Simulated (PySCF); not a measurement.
An equivalent PySCF input for S(2+) (sulfur, charge +2), [Ne] 3s2 3p2, high-spin 3P determinant, with the spin-free X2C one-electron Hamiltonian (Gaussian nucleus):

```python
from pyscf import gto, scf, dft, mp, cc
import basis_set_exchange as bse
mol = gto.M(atom="S 0 0 0", charge=2, spin=2, symmetry="D2h",
            basis=gto.basis.parse(bse.get_basis("x2c-SVPall", elements=["S"], fmt="nwchem", header=False)),
            nucmod="G")
mf = dft.UKS(mol, xc="B88,P86").sfx2c1e()
mf.irrep_nelec = {'Ag': (3, 3), 'B1u': (2, 1), 'B2u': (2, 1), 'B3u': (1, 1)}
mf.kernel()
```

It reaches the same state as the run whose output follows, with an energy that differs only through the grid. The run itself started from symmetry-adapted Hartree-Fock orbitals and held the occupation by maximum overlap, on a logarithmic radial grid, so the iterations belong to that start.

```
SCF conv_tol = 1e-09
number electrons alpha = 8  beta = 6
XC functionals = B88,P86
    A. D. Becke.,  Phys. Rev. A 38, 3098 (1988)
    J. P. Perdew.,  Phys. Rev. B 33, 8822 (1986)
cycle= 1 E= -397.847360346027  delta_E= -0.00427  |g|= 0.0102  |ddm|= 0.116
cycle= 2 E= -397.84740457405  delta_E= -4.42e-05  |g|= 0.00106  |ddm|= 0.0114
cycle= 3 E= -397.847405361606  delta_E= -7.88e-07  |g|= 0.000145  |ddm|= 0.00134
cycle= 4 E= -397.847405381022  delta_E= -1.94e-08  |g|= 1.07e-05  |ddm|= 0.000258
cycle= 5 E= -397.847405381072  delta_E= -5e-11  |g|= 1.76e-07  |ddm|= 2.19e-05
converged SCF energy = -397.847405381072  <S^2> = 2.0022293  2S+1 = 3.0014859
```
